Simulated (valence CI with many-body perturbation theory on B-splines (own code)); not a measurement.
**E1 line list for Yb XXXIX**

Calculated by configuration interaction combined with many-body perturbation theory (CI+MBPT): four valence electrons over a frozen Dirac-Fock core [Ar] 3d10, radial functions for each j: 11 s, 11 p, 9 d, 7 f, 5 g, 2 h, 1 i, with the one-electron correlation potential Σ1, the two-electron term Σ2, the three-electron term Σ3, Breit, model QED; selected CI, second order for the rest (own B-spline code, finite nucleus).

The last digits are not significant, and no measured levels were compared; by estimate large intervals hold to a few tenths of a per cent, small ones and those within an open d or f shell to about a per cent.

Lines 201 to 244 of 244 in falling wavelength, among levels below 30.604 Ry, chosen from the strongest by gf and those to the six lowest levels. Wavelengths and rates use the calculated energies. Electric multipoles are in the length gauge, E1 and E2 with the static RPA response of the core. Weak lines are less certain than strong ones. Lines between different terms over intervals too small for the method are left out, as are lines whose strength nearly cancels. Where a level lies close to another of its J and parity, the split of strength between their lines is uncertain. The highest levels of a list are the least certain.

Levels are named by their leading jj configuration (3d3/2^4 stands for four electrons in 3d with j = 3/2), which in mixed levels can hold well under half, so a name can repeat and another be missing. Letters in brackets count levels of one name in rising energy.

```csv
λ vac (Å),Upper,Lower,A (s⁻¹),S (a.u.) with core polarisation,S without
56.53,(4s^2 4p3/2 4d3/2) J=3,(4s^2 4p1/2 4p3/2) J=2,8.58e+11,5.35e-01,5.69e-01
56.32,(4s 4p1/2 4p3/2 4d3/2) J=2 [c],(4s 4p1/2^2 4p3/2) J=2,9.44e+11,4.16e-01,4.43e-01
56.21,(4s 4p1/2 4p3/2 4d3/2) J=1 [b],(4s 4p1/2^2 4p3/2) J=2,7.44e+11,1.96e-01,2.08e-01
56.16,(4s^2 4p3/2 4d3/2) J=2,(4s^2 4p1/2 4p3/2) J=1,4.37e+11,1.91e-01,2.03e-01
55.98,(4s^2 4p3/2 4d3/2) J=1,(4s^2 4p1/2 4p3/2) J=1,7.58e+11,1.97e-01,2.09e-01
55.83,(4s^2 4p1/2 4d3/2) J=1,(4s^2 4p1/2^2) J=0,1.11e+12,2.86e-01,3.04e-01
55.69,(4s 4p1/2 4p3/2 4d3/2) J=1 [c],(4s 4p1/2^2 4p3/2) J=2,1.64e+11,4.20e-02,4.46e-02
55.65,(4s^2 4p3/2 4d3/2) J=0,(4s^2 4p1/2 4p3/2) J=1,8.49e+11,7.22e-02,7.68e-02
55.58,(4s 4p1/2 4p3/2 4d3/2) J=0 [b],(4s 4p1/2^2 4p3/2) J=1,7.03e+11,5.96e-02,6.34e-02
55.56,(4s 4p1/2 4p3/2 4d5/2) J=2 [a],(4s 4p1/2^2 4p3/2) J=2,3.49e+10,1.48e-02,1.57e-02
55.55,(4s^2 4p3/2 4d5/2) J=2,(4s^2 4p1/2 4p3/2) J=1,1.32e+10,5.60e-03,5.95e-03
54.85,(4s 4p1/2 4p3/2 4d5/2) J=1 [a],(4s 4p1/2^2 4p3/2) J=2,5.20e+08,1.27e-04,1.34e-04
54.51,(4s 4p1/2 4p3/2 4d5/2) J=3 [a],(4s 4p1/2^2 4p3/2) J=2,4.50e+10,2.52e-02,2.67e-02
54.49,(4s^2 4p1/2 4f5/2) J=2,(4s 4p1/2^2 4p3/2) J=2,6.30e+09,2.52e-03,2.68e-03
53.63,(4s 4p1/2 4p3/2 4d3/2) J=2 [d],(4s 4p1/2^2 4p3/2) J=1,3.43e+11,1.31e-01,1.39e-01
53.57,(4s 4p1/2 4p3/2 4d5/2) J=3 [b],(4s 4p1/2^2 4p3/2) J=2,9.93e+09,5.27e-03,5.62e-03
53.53,(4s 4p1/2 4p3/2 4d5/2) J=2 [b],(4s 4p1/2^2 4p3/2) J=2,2.16e+10,8.17e-03,8.70e-03
53.26,(4s 4p1/2 4p3/2 4d3/2) J=1 [d],(4s 4p1/2^2 4p3/2) J=2,1.00e+09,2.25e-04,2.39e-04
52.67,(4s 4p1/2 4p3/2 4d5/2) J=0,(4s 4p1/2^2 4p3/2) J=1,1.84e+11,1.32e-02,1.41e-02
52.52,(4s 4p1/2 4p3/2 4d5/2) J=3 [c],(4s 4p1/2^2 4p3/2) J=2,1.94e+11,9.71e-02,1.03e-01
52.31,(4s^2 4p1/2 4f5/2) J=3,(4s 4p1/2^2 4p3/2) J=2,5.28e+08,2.61e-04,2.77e-04
52.15,(4s 4p1/2 4p3/2^2) J=1 [a],(4s^2 4p1/2^2) J=0,5.03e+10,1.06e-02,1.12e-02
51.84,(4s^2 4p3/2 4d5/2) J=1,(4s^2 4p1/2 4p3/2) J=2,1.40e+10,2.89e-03,3.07e-03
51.68,(4s 4p1/2 4p3/2 4d5/2) J=2 [d],(4s 4p1/2^2 4p3/2) J=1,4.94e+10,1.68e-02,1.79e-02
51.59,(4s^2 4p3/2 4d5/2) J=3,(4s^2 4p1/2 4p3/2) J=2,3.79e+10,1.80e-02,1.91e-02
51.33,(4s 4p3/2^3) J=2,(4s^2 4p1/2 4p3/2) J=2,1.01e+09,3.37e-04,3.57e-04
51.27,(4s 4p1/2 4p3/2 4d5/2) J=1 [b],(4s 4p1/2^2 4p3/2) J=2,5.89e+09,1.18e-03,1.25e-03
51.19,(4s 4p1/2 4p3/2^2) J=1 [b],(4s^2 4p1/2^2) J=0,2.39e+10,4.75e-03,5.05e-03
51.00,(4s^2 4p3/2 4d5/2) J=1,(4s^2 4p1/2 4p3/2) J=1,1.06e+09,2.09e-04,2.21e-04
50.67,(4s 4p1/2 4p3/2 4d3/2) J=2 [d],(4s 4p1/2^2 4p3/2) J=2,9.52e+09,3.06e-03,3.25e-03
50.66,(4p1/2 4p3/2^3) J=1,(4s 4p1/2^2 4p3/2) J=1,8.77e+10,1.69e-02,1.80e-02
50.51,(4s 4p3/2^3) J=2,(4s^2 4p1/2 4p3/2) J=1,9.89e+09,3.14e-03,3.34e-03
50.13,(4s 4p1/2 4p3/2 4d5/2) J=3 [d],(4s 4p1/2^2 4p3/2) J=2,3.53e+08,1.54e-04,1.63e-04
50.08,(4s 4p1/2 4p3/2 4d5/2) J=1 [c],(4s 4p1/2^2 4p3/2) J=2,1.13e+08,2.10e-05,2.20e-05
49.88,(4s 4p1/2 4p3/2 4d5/2) J=2 [c],(4s 4p1/2^2 4p3/2) J=2,5.85e+09,1.79e-03,1.90e-03
49.28,(4s 4p3/2^3) J=1,(4s^2 4p1/2 4p3/2) J=2,2.06e+09,3.65e-04,3.88e-04
49.00,(4s 4p1/2 4p3/2 4d5/2) J=3 [e],(4s 4p1/2^2 4p3/2) J=2,3.21e+10,1.30e-02,1.39e-02
48.92,(4s 4p1/2 4p3/2 4d5/2) J=2 [d],(4s 4p1/2^2 4p3/2) J=2,7.97e+09,2.30e-03,2.45e-03
48.52,(4s 4p3/2^3) J=1,(4s^2 4p1/2 4p3/2) J=1,1.44e+10,2.43e-03,2.59e-03
48.23,(4p1/2 4p3/2^3) J=2,(4s 4p1/2^2 4p3/2) J=2,1.84e+10,5.10e-03,5.43e-03
48.01,(4p1/2 4p3/2^3) J=1,(4s 4p1/2^2 4p3/2) J=2,1.16e+10,1.90e-03,2.02e-03
42.98,(4s^2 4p3/2 4d3/2) J=1,(4s^2 4p1/2^2) J=0,3.02e+05,3.55e-08,3.15e-08
39.98,(4s^2 4p3/2 4d5/2) J=1,(4s^2 4p1/2^2) J=0,1.28e+09,1.21e-04,1.30e-04
38.44,(4s 4p3/2^3) J=1,(4s^2 4p1/2^2) J=0,9.13e+08,7.68e-05,8.19e-05
```
